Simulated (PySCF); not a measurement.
Species: C3H8BN.
SMILES: `BNC1CC1`

Torsions of this conformer, `[BH2:1][NH:2][CH:3]1[CH2:4][CH2:5]1`: B1–N2–C3–C4 144°.

The closed-shell ground state was solved at several levels (PySCF, density fitting, gas phase, non-relativistic). The structure is a single PBE0-D3(BJ)/def2-SVP conformer in the gas phase; no vibrational or solvent corrections.

```json
{"level": "B3LYP/pcJ-1", "basis functions": "215", "total energy (Eh)": "-198.7490", "HOMO (eV)": "-6.95", "LUMO (eV)": "0.10", "gap (eV)": "7.05", "dipole (D)": "2.15"}
{"level": "wB97X-D/pcSseg-2", "basis functions": "292", "total energy (Eh)": "-198.7377", "HOMO (eV)": "-9.00", "LUMO (eV)": "1.90", "gap (eV)": "10.90", "dipole (D)": "2.02"}
{"level": "PBE0/pcSseg-1", "basis functions": "125", "total energy (Eh)": "-198.4575", "HOMO (eV)": "-7.19", "LUMO (eV)": "0.33", "gap (eV)": "7.52", "dipole (D)": "2.11"}
```

Q: Estimate the row for wB97X-D/def2-SVPD, a basis of 164 functions; the other rows only guide the guess.

A: Total energy -198.5329 Eh, HOMO -9.04 eV, LUMO 2.16 eV, gap 11.20 eV, dipole 2.01 D.

Q: Over all these levels, which gives the widest orbital gap and which the narrowest?

A: wB97X-D/def2-SVPD (range-separated hybrid) has the widest, 11.20 eV, and B3LYP/pcJ-1 (global hybrid, 20 % exact exchange) the narrowest, 7.05 eV. Functional and basis both differ between the two, so the spread mixes both effects.

Q: How far do the dipole and the HOMO energy spread over the levels?

A: The dipole runs from 2.01 to 2.15 D (mean 2.07 D) and the HOMO from -9.04 to -6.95 eV.

wB97X-D is run here without its empirical dispersion term; that term would change no orbital, density or response property at a fixed geometry.
